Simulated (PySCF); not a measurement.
Isomers of C5H12N2Si, mass 128.077 u with the commonest isotopes. Computed with PBE0/pcSseg-1 in PySCF (dipole) on a GFN2-xTB geometry, gas phase. One conformer each, none proved a minimum here; rigid rotors.

**Question.** Order these by rotational constant B, smallest first.
A. `[H]/[N:1]=[CH:2]\[C@@H:3]1[CH2:4][CH2:5][N:6]([SiH3:7])[CH2:8]1` with N1–C2–C3–C4 -124°, C2–C3–C4–C5 -101°, C3–C4–C5–N6 -36°, C4–C5–N6–Si7 -158°, C5–N6–C8–C3 -30°
B. `[H]/[N:8]=[CH:7]/[C@H:5]([N:3]([CH:2]=[CH2:1])[SiH3:4])[CH3:6]` with C1–C2–N3–Si4 172°, C2–N3–C5–C6 73°, N3–C5–C7–N8 156°
C. `[CH2:1]=[CH:2][N:3]1[CH2:4][CH2:5][CH2:6][N:7]1[SiH3:8]` with C1–C2–N3–C4 30°, C2–N3–C4–C5 133°, N3–C4–C5–C6 -17°, C4–C5–C6–N7 34°, C5–C6–N7–Si8 97°

**Answer.** A (877.1 MHz), B (1215 MHz), C (1434 MHz).

**Question.** Order these by rotational constant C, smallest first.
A. `[H]/[N:1]=[CH:2]\[C@@H:3]1[CH2:4][CH2:5][N:6]([SiH3:7])[CH2:8]1` with N1–C2–C3–C4 -124°, C2–C3–C4–C5 -101°, C3–C4–C5–N6 -36°, C4–C5–N6–Si7 -158°, C5–N6–C8–C3 -30°
B. `[CH2:1]=[CH:2][N:3]1[CH2:4][CH2:5][CH2:6][N:7]1[SiH3:8]` with C1–C2–N3–C4 30°, C2–N3–C4–C5 133°, N3–C4–C5–C6 -17°, C4–C5–C6–N7 34°, C5–C6–N7–Si8 97°
C. `[H]/[N:8]=[CH:7]/[C@H:5]([N:3]([CH:2]=[CH2:1])[SiH3:4])[CH3:6]` with C1–C2–N3–Si4 172°, C2–N3–C5–C6 73°, N3–C5–C7–N8 156°

**Answer.** A (788.7 MHz), C (1013 MHz), B (1048 MHz).

**Question.** Order these by out-of-plane moment Σ m c² = (Ia + Ib − Ic)/2, smallest first.
A. `[CH2:1]=[CH:2][N:3]1[CH2:4][CH2:5][CH2:6][N:7]1[SiH3:8]` with C1–C2–N3–C4 30°, C2–N3–C4–C5 133°, N3–C4–C5–C6 -17°, C4–C5–C6–N7 34°, C5–C6–N7–Si8 97°
B. `[H]/[N:1]=[CH:2]\[C@@H:3]1[CH2:4][CH2:5][N:6]([SiH3:7])[CH2:8]1` with N1–C2–C3–C4 -124°, C2–C3–C4–C5 -101°, C3–C4–C5–N6 -36°, C4–C5–N6–Si7 -158°, C5–N6–C8–C3 -30°
C. `[H]/[N:8]=[CH:7]/[C@H:5]([N:3]([CH:2]=[CH2:1])[SiH3:4])[CH3:6]` with C1–C2–N3–Si4 172°, C2–N3–C5–C6 73°, N3–C5–C7–N8 156°

**Answer.** B (24.71 u·Å²), A (40.03 u·Å²), C (61.88 u·Å²).

```csv
SMILES,point group,Ia (u·Å²),Ib (u·Å²),Ic (u·Å²),κ,μa (D),μb (D),μc (D)
C=CN1CCCN1[SiH3],C1,209.87,352.47,482.28,-0.43,0.99,1.83,0.06
[H]/N=C/[C@@H](C)N([SiH3])C=C,C1,206.83,415.82,498.89,-0.72,1.11,0.15,1.25
[H]/N=C\[C@@H]1CCN([SiH3])C1,C1,113.99,576.21,640.78,-0.95,1.34,0.82,1.17
```
